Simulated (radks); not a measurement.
Values are calculated unless marked as measured or tabulated.
Task: Spherical quantum dot in the effective-mass picture: electrons in a well V = -V0 / (1 + exp((r - R)/a)) with V0 = 49.3, R = 1.49, a = 0.16, with a point charge +2 (a donor) at the centre, all in effective atomic units (hartree* = m*/eps^2 hartree, bohr* = eps/m* bohr), one dielectric constant everywhere. Level of theory: non-relativistic Kohn-Sham, exchange-only LDA, spin-polarised, spherical densities (a radial shooting solver with Libxc functionals). Levels are named by radial order and angular momentum (1s, 1p, 1d, 2s, ...), and open shells are averaged over m. Each electron was tried in the lowest free levels, single moves between levels near the top were tried too, and the lowest total energy was kept; such a search can miss a lower state. Give the order in which the levels fill up to N = 38, the shell closures and the spin along the way.

Result: Shells are first occupied in the order 1s, 1p, 2s, 1d, 1f, 2p. Open shells at each N (closed shells left out): 1: 1s(up 1, down 0); 2: none; 3: 1p(up 1, down 0); 4: 1p(up 2, down 0); 5: 1p(up 3, down 0); 6: 1p(up 3, down 1); 7: 1p(up 3, down 2); 8: none; 9: 2s(up 1, down 0); 10: 1d(up 1, down 0) 2s(up 1, down 0); 11: 1d(up 2, down 0) 2s(up 1, down 0); 12: 1d(up 4, down 0); 13: 1d(up 5, down 0); 14: 1d(up 5, down 0) 2s(up 1, down 0); 15: 1d(up 5, down 1) 2s(up 1, down 0); 16: 1d(up 5, down 2) 2s(up 1, down 0); 17: 1d(up 5, down 4); 18: none; 19: 2s(up 1, down 0); 20: none; 21: 1f(up 1, down 0); 22: 1f(up 2, down 0); 23: 1f(up 3, down 0); 24: 1f(up 4, down 0); 25: 1f(up 5, down 0); 26: 1f(up 6, down 0); 27: 1f(up 7, down 0); 28: 1f(up 7, down 1); 29: 1f(up 7, down 2); 30: 1f(up 7, down 3); 31: 1f(up 7, down 4); 32: 1f(up 7, down 5); 33: 1f(up 7, down 6); 34: none; 35: 2p(up 1, down 0); 36: 2p(up 2, down 0); 37: 2p(up 3, down 0); 38: 2p(up 3, down 1). All shells are closed at N = 2, 8, 18, 20, 34 (there: 1s2 1p6 1d10 2s2 1f14). Largest 2S: 7, at N = 27.
